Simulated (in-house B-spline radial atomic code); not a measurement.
## RPBE excitations of Br⁷⁺

Method: RPBE. Computed with a B-spline radial code for spherical atoms: linear response of the closed shell [Ar] 3d10 with the functional's adiabatic kernel; scalar-relativistic (spin-free one-electron X2C), finite nucleus, no spin-orbit coupling, no double excitations, S, P, D and F terms only. Only terms of natural parity with L up to 3 were computed.

Command:
```bash
python run_td.py task.json out
```
Settings (radii: box in bohr, nucleus in fm):
```
Z                        35
electrons                28
configuration            [Ar] 3d10
hamiltonian              x2c
method                   rpbe,pbe
box_radius               12.81
rms_radius               4.1629
intervals                70
```

Cost of the run: 0.6 s on 1 thread of AMD EPYC 9R45 96-Core Processor (Zen 5) (shared host).

The lowest states, in the order of their Tamm-Dancoff energies; the method's threshold (minus the highest occupied level) is 175.79 eV. Labels give the largest channel, * marks a mixed state, and oscillator strengths are full-response dipole values. Semilocal kernels can invert the small singlet-triplet splittings of Rydberg terms. Energies in eV:

```json
{"state": "3d → 4s 3D", "full response": "63.69", "Tamm-Dancoff": "63.71", "oscillator strength": "-"}
{"state": "3d → 4s 1D", "full response": "64.51", "Tamm-Dancoff": "64.52", "oscillator strength": "-"}
{"state": "3d → 4p 3P", "full response": "?", "Tamm-Dancoff": "?", "oscillator strength": "-"}
{"state": "3d → 4p 3F", "full response": "80.86", "Tamm-Dancoff": "80.87", "oscillator strength": "-"}
{"state": "3d → 4p 1F", "full response": "81.48", "Tamm-Dancoff": "81.48", "oscillator strength": "-"}
{"state": "3d → 4p 1P", "full response": "82.84", "Tamm-Dancoff": "82.93", "oscillator strength": "0.542"}
{"state": "3d → 4d 3S", "full response": "106.16", "Tamm-Dancoff": "106.20", "oscillator strength": "-"}
{"state": "3d → 4d 3D", "full response": "107.21", "Tamm-Dancoff": "107.22", "oscillator strength": "-"}
{"state": "3d → 4d 1D", "full response": "108.11", "Tamm-Dancoff": "108.13", "oscillator strength": "-"}
{"state": "3d → 4d 1S", "full response": "114.64", "Tamm-Dancoff": "115.56", "oscillator strength": "-"}
{"state": "3d → 5s 3D", "full response": "120.97", "Tamm-Dancoff": "120.98", "oscillator strength": "-"}
{"state": "3d → 5s 1D", "full response": "121.21", "Tamm-Dancoff": "121.21", "oscillator strength": "-"}
{"state": "3d → 5p 3P", "full response": "127.51", "Tamm-Dancoff": "127.52", "oscillator strength": "-"}
{"state": "3d → 5p 3F", "full response": "127.59", "Tamm-Dancoff": "127.60", "oscillator strength": "-"}
{"state": "3d → 5p 1F", "full response": "127.79", "Tamm-Dancoff": "127.79", "oscillator strength": "-"}
{"state": "3d → 5p 1P", "full response": "128.11", "Tamm-Dancoff": "128.14", "oscillator strength": "0.0177"}
{"state": "3d → 4f 3P", "full response": "128.84", "Tamm-Dancoff": "128.84", "oscillator strength": "-"}
{"state": "3d → 4f 3F", "full response": "129.10", "Tamm-Dancoff": "129.10", "oscillator strength": "-"}
{"state": "3d → 4f 1F", "full response": "129.31", "Tamm-Dancoff": "129.31", "oscillator strength": "-"}
{"state": "3d → 4f 1P", "full response": "?", "Tamm-Dancoff": "?", "oscillator strength": "?"}
{"state": "3d → 5d 3S", "full response": "137.50", "Tamm-Dancoff": "137.51", "oscillator strength": "-"}
{"state": "3d → 5d 3D", "full response": "137.84", "Tamm-Dancoff": "137.84", "oscillator strength": "-"}
```

(1) Where does 3d → 4f 1P lie?

(2) Where does 3d → 4p 3P lie?

(3) How large is the singlet-triplet splitting of 3d → 4s (D terms) in Tamm-Dancoff?

(4) What polarisabilities and dispersion coefficient does the method give?

Results:

(1) At 130.46 eV in full response, 130.53 eV in Tamm-Dancoff, oscillator strength 1.18.

(2) At 80.68 eV in full response, 80.71 eV in Tamm-Dancoff.

(3) 0.813 eV, from the unrounded values.

(4) Dipole 0.2835 bohr³, quadrupole 0.2269 bohr⁵, C6 0.3701 hartree·bohr⁶ for two such species.
